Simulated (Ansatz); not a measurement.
**Which is lower?**

Two relaxed structures of BSiHF₂, closed shell (PBE0-D4/def2-TZVP; forces vanish, vibrations not checked).

A:

| atom | x (Å) | y (Å) | z (Å) |
| --- | --- | --- | --- |
| F1 | -0.4060 | -0.8923 | 2.1470 |
| B2 | -0.0217 | -0.4408 | 1.0275 |
| Si3 | -0.3976 | 0.3966 | -0.7306 |
| F4 | 0.2300 | -0.5844 | -1.8578 |
| H5 | 0.5954 | 1.5209 | -0.5861 |

B:

```json
{"atom": "F1", "x (Å)": "-0.8764", "y (Å)": "-0.6938", "z (Å)": "1.9461"}
{"atom": "B2", "x (Å)": "0.0518", "y (Å)": "0.2111", "z (Å)": "-0.5083"}
{"atom": "Si3", "x (Å)": "0.6023", "y (Å)": "-0.7608", "z (Å)": "1.2762"}
{"atom": "F4", "x (Å)": "-0.1626", "y (Å)": "-0.4827", "z (Å)": "-1.6173"}
{"atom": "H5", "x (Å)": "-0.0547", "y (Å)": "1.4112", "z (Å)": "-0.6136"}
```

Ansatz 0.2.0; basis: def2-TZVPP; cores frozen in the correlated methods. B3LYP uses VWN-RPA correlation.

Question: Which structure is lower at CCSD(T), and by how much? (To be estimated.)

Answer: By the calculation: B, by 46.6 kJ/mol (electronic energy, against the other). By their contacts, A is BSiHF₂ ([F][B][SiH][F]) and B is BSiHF₂ ([F][BH][Si][F]).

All methods give the same order:

| method | E(B) − E(A) (kJ/mol) |
| --- | --- |
| PBE-D4 | -32.0 |
| r2SCAN-D4 | -25.8 |
| PBE0-D4 | -43.3 |
| B3LYP-D4 | -47.5 |
| wB97M-V | -57.2 |
| HF | -78.1 |
| MP2 | -52.4 |
| CCSD | -55.6 |
| CCSD(T) | -46.6 |

The T1 diagnostic stays at or below 0.021. The restricted Hartree–Fock reference is unstable towards an unrestricted one at one or more of these structures.

Labels in which every atom is bracketed show which atoms are joined, not bond orders.

For scale, one of the runs: CCSD(T)/def2-TZVPP, 149 basis functions, launched by `ansatz run in.yaml --threads 2 --pin off --events-out ev --progress --plain --max-ram 4352MiB`. The run took 27 s on 2 CPU threads of an Arm Neoverse V1 (shared host), with 0.97 GiB of host memory at its peak.
